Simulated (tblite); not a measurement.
Problem. Write Cartesian coordinates for `O=CO[C@@H]1[SiH2][SiH2]C[C@H]1Cl` as optimised with GFN2-xTB.

Solution. 
```
atom  x, y, z in Å
O1     2.788   -0.382   -1.172
C2     2.892   -0.165    0.009
O3     1.919   -0.146    0.866
C4     0.616   -0.471    0.352
Si5    0.332    0.101   -1.488
Si6   -1.921    0.508   -1.067
C7    -1.830   -0.078    0.762
C8    -0.421    0.156    1.262
Cl9   -0.238   -0.515    2.934
H10    3.852    0.053    0.502
H11    0.526   -1.563    0.405
H12    0.614   -0.985   -2.417
H13    1.036    1.354   -1.764
H14   -2.973   -0.267   -1.731
H15   -2.399    1.898   -1.072
H16   -2.536    0.429    1.416
H17   -2.054   -1.143    0.821
H18   -0.212    1.224    1.370
```

Any rigid rotation of these coordinates is as good. Atoms count from 1 in this order. Si5 and O1 aren't drawn bonded (4 bonds apart) but lie 2.52 Å from each other; Cordero's covalent radii sum to 1.77 Å. Si6 (SiH2 silicon) has angles from 94.2° to 121.4°. The C–Si distances run from 1.922 Å (Si6–C7, drawn single) to 1.948 Å (C4–Si5, drawn single), a spread of 0.026 Å. The C–O distances run from 1.205 Å (O1=C2, drawn double) to 1.438 Å (O3–C4, drawn single), a spread of 0.233 Å.

Bonds between heavy atoms (Å): O1=C2 1.205, C2–O3 1.297, O3–C4 1.438, C4–Si5 1.948, Si5–Si6 2.328, Si6–C7 1.922, C7–C8 1.514, C8–Cl9 1.811, C4–C8 1.515.

The geometry is computed with GFN2-xTB (gas phase).

Point group: C1 (no symmetry element, even within 0.4 Å). Its GFN2-xTB frequencies are all real (lowest 50 cm⁻¹). The numbers are those of one conformer (O1–C2–O3–C4 3°, C2–O3–C4–Si5 -33°, O3–C4–Si5–Si6 -147°, C4–Si5–Si6–C7 -2°, Si5–Si6–C7–C8 28°, Si6–C7–C8–Cl9 -175°).
